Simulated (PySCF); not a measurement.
Mayer bond orders and bond lengths

C₆H₈O₂.
SMILES with atom numbers: `[CH2:1]=[CH:2]/[CH:3]=[CH:4]\[O:5][C:6]([CH3:7])=[O:8]` (hydrogens: H9, H10 on C1; H11 on C2; H12 on C3; H13 on C4; H14, H15, H16 on C7)

Cartesian coordinates in Å at the GFN2-xTB level; atoms count from 1:
```
atom  x, y, z in Å
C1    -2.9184    1.6836    0.3420
C2    -1.7584    1.0590    0.1640
C3    -1.6019   -0.3720    0.2745
C4    -0.4513   -1.0250    0.1003
O5     0.7153   -0.3680   -0.2069
C6     1.8427   -1.0915   -0.3658
C7     2.9954   -0.1834   -0.6940
O8     1.8943   -2.2858   -0.2568
H9    -3.8185    1.1414    0.5822
H10   -3.0100    2.7522    0.2539
H11   -0.8639    1.6168   -0.0764
H12   -2.4812   -0.9510    0.5143
H13   -0.3546   -2.0996    0.1872
H14    3.1305    0.5333    0.1127
H15    3.8993   -0.7698   -0.8251
H16    2.7732    0.3688   -1.6043
```

Bond orders from the PBE0/pcSseg-1 density (PySCF). Geometry: GFN2-xTB, one conformer, isolated molecule.

Problem. Where do the orders between heavy atoms depart from those drawn in the SMILES?

Solution. The largest departure is 0.183, at C3–C4 (drawn double, 1.817).

Problem. Set the Mayer orders of the bonds beside their lengths.

Solution. 
| bond | drawn as | length (Å) | Mayer order |
| --- | --- | --- | --- |
| C1–C2 | double | 1.329 | 1.900 |
| C2–C3 | single | 1.444 | 1.097 |
| C3–C4 | double | 1.334 | 1.817 |
| C4–O5 | single | 1.374 | 0.932 |
| O5–C6 | single | 1.349 | 1.027 |
| C6–C7 | single | 1.504 | 1.019 |
| C6–O8 | double | 1.200 | 1.976 |
| C1–H9 | single | 1.078 | 0.958 |
| C1–H10 | single | 1.076 | 0.952 |
| C2–H11 | single | 1.081 | 0.955 |
| C3–H12 | single | 1.080 | 0.950 |
| C4–H13 | single | 1.082 | 0.943 |
| C7–H14 | single | 1.088 | 0.943 |
| C7–H15 | single | 1.085 | 0.957 |
| C7–H16 | single | 1.088 | 0.943 |

By pair of heavy elements: C–C: lowest C6–C7 (1.019, 1.504 Å), highest C1–C2 (1.900, 1.329 Å). C–O: lowest C4–O5 (0.932, 1.374 Å), highest C6–O8 (1.976, 1.200 Å).

Problem. Sum the orders of all bonds at each heavy atom with more than one neighbour and set the sums beside the valence in the SMILES.

Solution. C1 3.810 (drawn 4), C2 3.952 (drawn 4), C3 3.864 (drawn 4), C4 3.692 (drawn 4), O5 1.959 (drawn 2), C6 4.022 (drawn 4), C7 3.862 (drawn 4). Orders between atoms that aren't bonded are not in these sums.

The Mayer order sums products of elements of PS (density times overlap matrix) between the two atoms' basis functions, so it depends on the basis set.
